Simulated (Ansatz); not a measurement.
Ansatz results at the PBE0-D4/def2-TZVP geometry: HOMO energy (PBE/def2-TZVPP) -6.02 eV; size of the dipole moment (ωB97M-V/def2-TZVPP) 2.59 D; HOMO energy (PBE0/def2-TZVPP) -7.42 eV.

Each molecule was computed in one conformer, which needn't be the lowest.

Task: Which molecule gave them?
A. `[AlH2][SiH2]O[SiH3]`
B. `[CH3][In]([NH2])[SiH2][TeH]`
C. `CB(F)BC=N`
D. `BC1(F)NB1C`

Result: C. The others give `[CH3][In]([NH2])[SiH2][TeH]`: -5.26, 1.81, -6.26; `BC1(F)NB1C`: -5.98, 3.48, -7.10; `[AlH2][SiH2]O[SiH3]`: -6.28, 0.20, -7.38.
